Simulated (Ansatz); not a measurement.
Compare A (`CB1C=N1`) with its isomer B (`BC#CN`).

Program: Ansatz. Geometries: PBE0-D4/def2-TZVP. ΔE: electronic, gas phase. CCSD(T)/CBS adds triple-zeta CCSD(T) − MP2 to the extrapolated MP2 energy (def2 sets, frozen cores). Functionals use def2-TZVPP. B3LYP here is the variant with VWN-RPA as its local correlation; programs differ in this. Each species was taken in one conformer, which may not be the lowest.

Q: Which isomer does CCSD(T)/CBS put lower? Give the gap. (Estimate.)

A: Computed: A, by 99.3 kJ/mol.

Q: Give E(B) − E(A) in kJ/mol with HF/def2-TZVPP, r2SCAN-D4, LDA (SPW92), B3LYP-D4, CCSD(T)/def2-SVP, PBE0-D4, CCSD(T)/def2-TZVPP. (An estimate is asked.)

A: The calculation gave: HF/def2-TZVPP 96.1, r2SCAN-D4 88.0, LDA (SPW92) 78.5, B3LYP-D4 77.9, CCSD(T)/def2-SVP 113.3, PBE0-D4 96.9, CCSD(T)/def2-TZVPP 101.9. None reverses the order clearly.

Q: Does the order hold for the free energy at 298.15 K (harmonic terms from PBE0-D4)? (An estimate is asked.)

A: Ansatz gave: Yes: G(B) − G(A) = +96.4 kJ/mol, for one conformer each. Modes under 60 cm⁻¹, often nearly free rotors, make the harmonic entropy too high.

Largest T1 diagnostic: 0.015.

From PBE to PBE0 (25 % exact exchange), in def2-TZVPP and without D4, E(B) − E(A) moves by +13.7 kJ/mol. In def2-TZVPP, CCSD(T) changes the Hartree–Fock value by +5.8 kJ/mol (the triples alone add −1.2 kJ/mol) and MP2 by +5.7 kJ/mol.
